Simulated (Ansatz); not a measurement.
CH4BBrSi, SMILES `BrB1C[SiH2]1` at its PBE0-D4/def2-TZVP geometry, where that method's forces vanish. The species carries charge 0 and has multiplicity 1.

```xyz
8

Br    0.2197    2.2297   -1.8524
B    -0.1633    0.6940   -0.8276
C     0.6183   -0.5399   -0.4523
Si   -0.6627    0.0544    0.9149
H     0.1315   -1.5076   -0.6073
H     1.7011   -0.6217   -0.5145
H    -1.5888   -1.0677    1.1838
H    -0.2559    0.7588    2.1556
```

Question: What forces (eV/Å) does PBE-D4/def2-TZVPP give on these atoms in the Gaussian-basis code of Ansatz? (Best estimate.)

Answer: The calculation gave: 
```
Br1  0.036  0.167 -0.098
B2  -0.062  0.029 -0.080
C3   0.042  0.011 -0.082
Si4 -0.157  0.104  0.095
H5  -0.057 -0.200 -0.016
H6   0.229 -0.036 -0.008
H7  -0.089 -0.141  0.040
H8   0.059  0.066  0.149
```
